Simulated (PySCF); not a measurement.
Si(Cl)(H)2(nBu), SMILES C(C[SiH2]Cl)CC (GFN2-xTB optimised geometry):

```
17

Si    -1.464    -0.939     0.000
Cl    -2.185     0.950     0.000
C      0.441    -0.939     0.000
C      1.098    -0.902     1.382
C      0.746     0.330     2.215
C      1.217     1.635     1.586
H     -1.956    -1.578    -1.221
H     -1.993    -1.622     1.179
H      0.782    -1.845    -0.505
H      0.814    -0.104    -0.596
H      2.185    -0.941     1.257
H      0.801    -1.795     1.937
H      1.211     0.222     3.198
H     -0.335     0.372     2.365
H      0.674     1.845     0.668
H      1.050     2.464     2.270
H      2.281     1.588     1.358
```

Method: PySCF with CAM-B3LYP/def2-SVP.

Question: What are the frontier orbital energies and the dipole moment?

Answer: HOMO-2 -10.60 eV, HOMO-1 -9.99 eV, HOMO -9.51 eV, LUMO 2.08 eV, LUMO+1 2.47 eV; dipole moment 1.54 D.

Meta-Löwdin charges at CAM-B3LYP/def2-SVP: Si1 0.70, Cl2 -0.29, C3 -0.41, C4 -0.15, C5 -0.15, C6 -0.29, H7 -0.11, H8 -0.11, H9 0.11, H10 0.10, H11 0.08, H12 0.08, H13 0.09, H14 0.08, H15 0.09, H16 0.10, H17 0.09.
